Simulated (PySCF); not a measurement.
C5H8O3.
Numbering: `[CH3:1][O:2][CH2:3][C:4](=[C:5]=[O:6])[O:7][CH3:8]` (hydrogens: H9, H10, H11 on C1; H12, H13 on C3; H14, H15, H16 on C8)

Geometry (GFN2-xTB, Å), atoms numbered from 1 in this order:
```
atom  x, y, z in Å
C1    -2.3215   -0.1059    0.8245
O2    -1.9182    0.6291   -0.3103
C3    -0.6516    0.2777   -0.7909
C4     0.4879    0.5481    0.1919
C5     0.9535    1.7608    0.2947
O6     1.3432    2.8586    0.2793
O7     0.8980   -0.5162    0.9914
C8     2.1669   -1.0442    0.6590
H9    -1.6583    0.0801    1.6748
H10   -2.3303   -1.1811    0.6120
H11   -3.3289    0.2278    1.0627
H12   -0.6098   -0.7982   -1.0199
H13   -0.5167    0.8574   -1.7072
H14    2.3090   -1.9044    1.3105
H15    2.2056   -1.3656   -0.3872
H16    2.9635   -0.3149    0.8383
```

Theory: PBE0/def2-SVPD in PySCF (dipole) on a GFN2-xTB geometry, gas phase.

Take the most abundant isotopes and a rigid rotor. The values belong to one conformer with, in the numbering `[CH3:1][O:2][CH2:3][C:4](=[C:5]=[O:6])[O:7][CH3:8]`, C1–O2–C3–C4 -63°, O2–C3–C4–C5 -80°, C3–C4–O7–C8 109°.

(1) Give the principal moments of inertia and the rotational constants in MHz.

(2) Classify the top.

(3) Is it planar, by Δ = Ic − Ia − Ib?

(4) Which lines would a microwave search look for?

(5) Estimate the classical rotational partition function at 100 K, 298.15 K and 500 K.

Results:

(1) Ia = 210.29, Ib = 319.31, Ic = 460.09 u·Å²; 505379 MHz·u·Å²/I gives A = 2403, B = 1583, C = 1098 MHz.

(2) An asymmetric top: κ = (2 × 1583 − 2403 − 1098)/(2403 − 1098) = -0.26.

(3) Not planar: Δ = Ic − Ia − Ib = -69.51 u·Å². For a rigid frame Δ = −2 Σ m c², so Σ m c² = 34.76 u·Å² lies off the ab plane: 10.74 from hydrogen and 24.02 from heavier atoms. The atom farthest from that plane is 1.79 Å away.

(4) The dipole components are |μa| = 0.67 D, |μb| = 2.31 D, |μc| = 0.79 D. The squared components, which scale the intensities, stand as 0.08 : 1.00 : 0.12 (a : b : c). Some lines, for components of 0.1 D or more:

```tsv
type	branch	J(Ka,Kc)	MHz	lower level (cm⁻¹)
a	Q	1(1,0) ← 1(1,1)	484	0.117
c	Q	2(1,2) ← 2(0,2)	496	0.263
c	Q	1(1,1) ← 1(0,1)	821	0.089
b	Q	1(1,0) ← 1(0,1)	1305	0.089
a	Q	2(1,1) ← 2(1,2)	1453	0.280
b	Q	2(1,1) ← 2(0,2)	1949	0.263
c	Q	2(2,1) ← 2(1,1)	2462	0.328
b	Q	2(2,0) ← 2(1,1)	2621	0.328
a	R	1(0,1) ← 0(0,0)	2681	0.000
b	R	1(1,1) ← 0(0,0)	3502	0.000
c	R	1(1,0) ← 0(0,0)	3986	0.000
a	R	2(1,2) ← 1(1,1)	4878	0.117
a	R	2(0,2) ← 1(0,1)	5203	0.089
a	R	2(1,1) ← 1(1,0)	5847	0.133
c	R	2(2,1) ← 1(1,1)	8793	0.117
```

(5) Point group C1, symmetry number σ = 1; q = (√π/σ)·√((kT/h)³/(ABC)), k/h = 20836.6 MHz/K: 82500 at 100 K, 425000 at 298.15 K, 922000 at 500 K.

Not checked by GFN2-xTB frequencies. Zero-point vibration and centrifugal distortion are left out. A rigid rotor knows nothing of internal rotation, which can split or shift real lines.

The run took 69 s on one thread of an Arm Neoverse N1, shared host, and the process peaked at 0.91 GiB of memory. This is the PBE0/def2-SVPD job that gave the dipole, with the excitations it also computed.
